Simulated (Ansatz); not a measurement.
One change: `OB([SiH3])C(F)Cl` becomes `OB([SiH3])CF`.

Ansatz, PBE0-D4/def2-TZVP geometries, multiplicity 1. Each molecule was computed in one conformer, which needn't be the lowest.

```
                                      property  `OB([SiH3])C(F)Cl`
            HOMO energy (PBE0/def2-TZVPP) / eV               -8.07
         HOMO energy (ωB97M-V/def2-TZVPP) / eV              -10.27
           HOMO energy (B3LYP/def2-TZVPP) / eV               -7.89
size of the dipole moment (PBE/def2-TZVPP) / D                2.58
       HOMO–LUMO gap (ωB97M-V/def2-TZVPP) / eV               10.89
            LUMO energy (PBE0/def2-TZVPP) / eV               -1.42
```

**Question.** What does the change do to each property? (Best estimate.)

**Answer.** The calculation gave: 
```tsv
property	`OB([SiH3])CF`	shift
HOMO energy (PBE0/def2-TZVPP) / eV	-7.88	0.19
HOMO energy (ωB97M-V/def2-TZVPP) / eV	-10.07	0.20
HOMO energy (B3LYP/def2-TZVPP) / eV	-7.70	0.19
size of the dipole moment (PBE/def2-TZVPP) / D	2.22	-0.36
HOMO–LUMO gap (ωB97M-V/def2-TZVPP) / eV	10.97	0.08
LUMO energy (PBE0/def2-TZVPP) / eV	-1.08	0.34
```

With PBE0 the HOMO rises by 0.19 eV and the LUMO rises by 0.34 eV, so the gap widens by about 0.15 eV. PBE moves the HOMO by 0.17 eV and ωB97M-V by 0.20 eV. Dipoles are sizes alone; their direction can turn.

B3LYP here is the variant with VWN-RPA as its local correlation; programs differ in this.
